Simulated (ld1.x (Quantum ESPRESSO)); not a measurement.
# An all-electron radial function and its pseudo partner (La (Z = 57))

Columns: radius, all-electron u(r) and pseudo u(r) of the 4f shell (level -4.39 eV) of lanthanum in the configuration [Xe] 4f0 5d1 6s2 6p0; PBEsol, scalar-relativistic, TM semilocal scheme, ld1.x (Quantum ESPRESSO) 7.5.

```tsv
r (bohr)	all-electron	pseudo
0.200	0.2074	0.1067
0.400	0.6475	0.6467
0.600	0.8802	0.9006
0.800	0.9141	0.9141
1.000	0.8520	0.8520
1.200	0.7581	0.7581
1.400	0.6600	0.6600
1.600	0.5677	0.5677
1.800	0.4850	0.4850
2.000	0.4129	0.4129
2.200	0.3510	0.3510
2.400	0.2984	0.2984
2.600	0.2541	0.2541
2.800	0.2169	0.2169
3.000	0.1858	0.1858
3.200	0.1596	0.1596
3.400	0.1376	0.1376
3.600	0.1190	0.1190
3.800	0.1033	0.1033
4.000	0.0898	0.0898
4.200	0.0782	0.0782
4.400	0.0683	0.0683
4.600	0.0597	0.0597
4.800	0.0522	0.0522
5.000	0.0457	0.0457
5.200	0.0401	0.0401
```

How many radial nodes do the two functions have?

The all-electron 4f function has n − l − 1 = 0; the pseudo-wave has 0.

At about which radius was the pseudo-wave matched?

0.85 bohr, where the columns begin to agree (steps of 0.20 bohr).

Is the pseudo-wave norm-conserving?

Yes: the TM semilocal scheme keeps the norm inside the radius equal to the all-electron one, which fixes the energy derivative of the logarithmic derivative at the level.
